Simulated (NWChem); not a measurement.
# Lowest excitation of H3BN (+1)

```
N
B 1 1.3160
H 1 1.0269 2 123.30
H 1 1.0269 3 113.41 2 180.00
H 2 1.1870 3 155.46 1 180.00
```
Charge +1, spin multiplicity 1.

Program: NWChem. All single points use one geometry, from PBE0/def2-SVP, a minimum by its harmonic frequencies. It is one conformer; others weren't searched.

Basis set: def2-SVPD.

The correlated methods keep 2 core orbitals frozen. B3LYP has NWChem's definition, with VWN1-RPA local correlation. The spin multiplicity of the parent species was assumed, not shown to be that of its ground state. The structure started from a generated list of species. Coupled-cluster values serve here as a point of comparison, not as the truth.

Order these methods by the lowest vertical singlet excitation energy they give, lowest first: EOM-CCSD, TD-PBE, TD-B3LYP, CIS.

TD-PBE (5.54 eV), TD-B3LYP (5.74 eV), EOM-CCSD (5.85 eV), CIS (6.76 eV)
